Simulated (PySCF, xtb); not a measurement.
C3H8BNO, SMILES C[C@@H]1CB(N)O1. The values are those of a single conformer.

Harmonic wavenumbers (cm⁻¹) from GFN2-xTB run with xtb 6.7.1 at its own minimum, in rising order: 98, 198, 265, 338, 362, 433, 455, 517, 607, 781, 811, 851, 922, 953, 972, 1086, 1108, 1134, 1166, 1180, 1256, 1317, 1395, 1425, 1460, 1479, 1495, 1527, 2899, 3014, 3022, 3032, 3034, 3038, 3510, 3559.

Question: What does B3LYP-D3(BJ)/def2-SVP (PySCF) give at its own minimum? (An estimate is asked for; the answer gives what the named calculation found.)

Answer: 95, 247, 293, 371, 382, 386, 439, 549, 617, 763, 839, 861, 880, 938, 979, 1055, 1093, 1134, 1185, 1211, 1334, 1358, 1399, 1408, 1453, 1466, 1476, 1608, 3027, 3036, 3070, 3114, 3117, 3128, 3604, 3712. Paired by order, the mean absolute difference is 39 cm⁻¹ and the zero-point energies are 72.5 and 73.8 kcal/mol.
